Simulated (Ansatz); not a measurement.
H$_{2}$OSSn (`[OH][Sn][SH]`), relaxed with RKS PBE0-D4/def2-TZVP in Ansatz from a PBE-D4/def2-SVP geometry. The force threshold is 0.005 eV/Å; the program also tests the step.

Total charge 0; spin multiplicity 1. Sn: def2 effective core potential.

Start:

```xyz
5

O    -1.064   -1.119    0.440
Sn   -0.806    0.771    1.123
S     1.121    1.467   -0.321
H    -0.447   -1.392   -0.267
H     1.196    0.273   -0.976
```

```tsv
step	energy (eV)	largest force (eV/Å)	largest move (Å)
1	-18743.7415	0.724	0.000
2	-18743.7805	0.390	0.074
3	-18743.7882	0.114	0.037
4	-18743.7886	0.061	0.037
5	-18743.7895	0.025	0.036
6	-18743.7896	0.017	0.011
7	-18743.7897	0.000	0.001
```

End:

```xyz
5

O    -1.042   -1.084    0.435
Sn   -0.792    0.758    1.105
S     1.094    1.443   -0.308
H    -0.457   -1.397   -0.260
H     1.197    0.280   -0.972
```

Run time 11 s (4 threads of an Arm Neoverse V1 on a shared host); peak host memory 0.25 GiB.
